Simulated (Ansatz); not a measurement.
One change: `[CH3][Ge@H]1[O][C@@H]1F` becomes `F[C@@H]1[O][Ge@H]1[SiH3]`.

Ansatz, PBE0-D4/def2-TZVP geometries, multiplicity 1. 

Scalar relativity is left out up to krypton.

```csv
property,`[CH3][Ge@H]1[O][C@@H]1F`
HOMO energy (PBE/def2-TZVPP) / eV,-5.75
size of the dipole moment (PBE/def2-TZVPP) / D,3.39
HOMO energy (PBE0/def2-TZVPP) / eV,-6.94
LUMO energy (PBE0/def2-TZVPP) / eV,-0.73
HOMO–LUMO gap (PBE/def2-TZVPP) / eV,4.23
size of the dipole moment (ωB97M-V/def2-TZVPP) / D,3.79
```

**Question.** Give the same properties after the change, and the shifts. (An estimate is asked.)

**Answer.** The calculation gave: 
```tsv
property	`F[C@@H]1[O][Ge@H]1[SiH3]`	shift
HOMO energy (PBE/def2-TZVPP) / eV	-5.90	-0.15
size of the dipole moment (PBE/def2-TZVPP) / D	2.83	-0.56
HOMO energy (PBE0/def2-TZVPP) / eV	-7.02	-0.08
LUMO energy (PBE0/def2-TZVPP) / eV	-1.43	-0.70
HOMO–LUMO gap (PBE/def2-TZVPP) / eV	3.72	-0.51
size of the dipole moment (ωB97M-V/def2-TZVPP) / D	3.37	-0.42
```

With PBE0 the HOMO falls by 0.08 eV and the LUMO falls by 0.70 eV, so the gap narrows by about 0.62 eV. PBE moves the HOMO by -0.15 eV and ωB97M-V by -0.01 eV. Dipoles are sizes alone; their direction can turn.
